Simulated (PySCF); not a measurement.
Si(OEt)Cl3, C₂H₅Cl₃OSi.
Geometry (PBE0-D3(BJ)/def2-SVP, Å), atoms numbered from 1 in this order:
```xyz
12
C2H5Cl3OSi angstrom
Si     0.8846   -0.0555   -1.8224
O      0.6444   -0.0505   -0.2130
C     -0.6134    0.0043    0.4440
C     -0.3893    0.0350    1.9342
H     -1.1621    0.9033    0.1111
H     -1.2152   -0.8759    0.1549
H     -1.3518    0.0841    2.4646
H      0.1460   -0.8675    2.2639
H      0.2112    0.9124    2.2160
Cl     2.8883   -0.0924   -2.1430
Cl     0.0632    1.6109   -2.6776
Cl     0.0097   -1.6909   -2.6818
```

The closed-shell ground state was solved at several levels (PySCF, density fitting, gas phase, non-relativistic).

| level | basis functions | total energy (Eh) | HOMO (eV) | LUMO (eV) | gap (eV) | dipole (D) |
| --- | --- | --- | --- | --- | --- | --- |
| B3LYP/def2-SVPD | 208 | -1824.1866 | -8.73 | -0.71 | 8.02 | 2.10 |
| PBE0/pcSseg-1 | 172 | -1823.9019 | -9.03 | -0.11 | 8.92 | 2.33 |

Task: What might KT2/pcSseg-1 (172 basis functions) give for the same quantities?

Result: Total energy -1839.8271 Eh, HOMO -7.58 eV, LUMO -1.33 eV, gap 6.25 eV, dipole 2.24 D.

Task: Over all these levels, which gives the widest orbital gap and which the narrowest?

Result: PBE0/pcSseg-1 (global hybrid, 25 % exact exchange) has the widest, 8.92 eV, and KT2/pcSseg-1 (GGA) the narrowest, 6.25 eV. The two share the basis. From the narrowest to the widest the HOMO moves by -1.45 eV and the LUMO by +1.22 eV.

Task: How far do the dipole and the HOMO energy spread over the levels?

Result: The dipole runs from 2.10 to 2.33 D (mean 2.22 D) and the HOMO from -9.03 to -7.58 eV.

One conformer stands for the species.
